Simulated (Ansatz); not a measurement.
Reaction (substitution at a C–C bond): `CC1C=COC1` + `[CH3][Nb](=[NH])([NH2])[F]` → `C[N]=[Nb]([CH3])([NH2])[F]` + `C1=COCC1`

Gas-phase electronic energies from Ansatz, PBE0-D4/def2-TZVP geometries. CCSD(T)/CBS is the MP2 limit (def2-TZVPP, def2-QZVPP) plus CCSD(T) − MP2 in def2-TZVPP, frozen cores. Functionals use def2-TZVPP. Elements past krypton have def2 core potentials. For Nb outer-core shells are correlated without core-valence functions, which leaves a few kJ/mol of doubt a bond. One conformer a species, not always the lowest.

| species | PBE0-D4 energy (Eh) |
| --- | --- |
| `CC1C=COC1` | -270.33403 |
| `[CH3][Nb](=[NH])([NH2])[F]` | -308.01530 |
| `C[N]=[Nb]([CH3])([NH2])[F]` | -347.29333 |
| `C1=COCC1` | -231.05058 |

(1) Work out ΔE.

Largest T1 diagnostic among the species: 0.020, so the coupled-cluster value is less sure than usual.

Answers

(1) ΔE = (-347.29333) + (-231.05058) − (-270.33403) − (-308.01530) = 0.00542 Eh = +14.2 kJ/mol. CCSD(T)/CBS gives +18.8 kJ/mol.

The D4 term adds +3.6 kJ/mol with B3LYP and +1.8 kJ/mol with PBE0; it sums over pairs of atoms, weighted by their polarisabilities, and B3LYP, whose exchange is more repulsive, gets the larger term.

B3LYP here is the variant with VWN-RPA as its local correlation; programs differ in this.
